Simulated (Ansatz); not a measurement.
An input meant for PbI2 (charge 0, singlet; atoms displaced at random, 0.15 Å in each coordinate).

```yaml
crystal:
  periodic: [false, false, false]
  atoms:
    - {symbol: Pb, position_ang: [0.026887, 1.277749, 2.112324]}
    - {symbol: I, position_ang: [-4.194813, -1.859778, -0.274818]}
    - {symbol: I, position_ang: [3.290893, 0.616215, -1.803098]}
basis:
  gaussian: {orbitals: def2-TZVP, fitting: {mean_field: def2-universal-jkfit}}
hamiltonian: {xc: {name: HF}}
correlation: {method: mp2}
output: {forces: true}
```

```sh
$ ansatz run in.yaml --threads 4 --pin off --events-out ev --progress --plain --max-ram 3916MiB
```

It prints (some lines left out):

```
Functional definition: HF
  name "HF"
  cite "Fock, Z. Phys. 61, 126 (1930) doi:10.1007/BF01340294"
  parent pbe
  exchange = exact_x
  correlation = 0
687 factors; integrals over basis functions are off by at most 5.5e-1 eV
mean field evaluation 1: about -21356.8494 eV, gradient 2.3e1 eV
mean field evaluation 2: about -21203.5148 eV, gradient 9.0e1 eV
mean field evaluation 4: about -21359.7430 eV, gradient 8.6e0 eV
mean field evaluation 8: about -21361.0480 eV, gradient 2.4e0 eV
mean field evaluation 16: about -21361.0807 eV, gradient 2.4e-2 eV
mean field evaluation 32: about -21361.0499 eV, gradient 4.0e-1 eV
mean field evaluation 64: about -21358.9760 eV, gradient 9.7e-2 eV
mean field evaluation 96: about -21359.9645 eV, gradient 1.1e1 eV
mean field evaluation 128: about -21353.7344 eV, gradient 1.3e1 eV
mean field evaluation 160: about -21356.8494 eV, gradient 2.3e1 eV
mean field -21361.08674511 eV, -785.0054588180 hartree, gradient 1.1e-6 eV, S^2 0.000000; 18 other end points of the search recorded, 0 dependent functions left out; unrestricted orbitals would lower it
mean field evaluation 192: about -21361.1469 eV, gradient 7.7e0 eV
unrestricted determinant -21364.77623642 eV, -785.1410451231 hartree, S^2 2.0068
12 core orbitals not correlated: weight in the atoms' cores, before any rotation towards them, 1.000 or more for the frozen orbitals, at most 0.000 for the correlated occupied ones
reference -21361.08674511 eV, -785.0054588180 hartree; 24, 24 occupied and 114, 114 virtual orbitals, 687 factors
second order -38.32066609 eV of doubles, -0.00000000 eV of singles
the calculation of the forces begins
Total energy: -21399.40741120 eV, -786.4137173223 hartree
Atom 0 at     0.026887     1.277749     2.112324 Å, force     0.239319    -0.180294    -0.533007 eV/Å
Atom 1 at    -4.194813    -1.859778    -0.274818 Å, force     0.165244     0.112121     0.073495 eV/Å
Atom 2 at     3.290893     0.616215    -1.803098 Å, force    -0.404563     0.068173     0.459511 eV/Å
Dipole moment:    -1.287586     0.405319     1.813932 e Å
```

**Question.** Something in this input is off. What?

**Answer.** The coordinates are in bohr but typed as ångström. The calculation finished and met its thresholds. The result belongs to that input, not to the species as meant. The restricted singlet (for correlated methods, its reference) is unstable: a solution with broken spin symmetry lies lower.
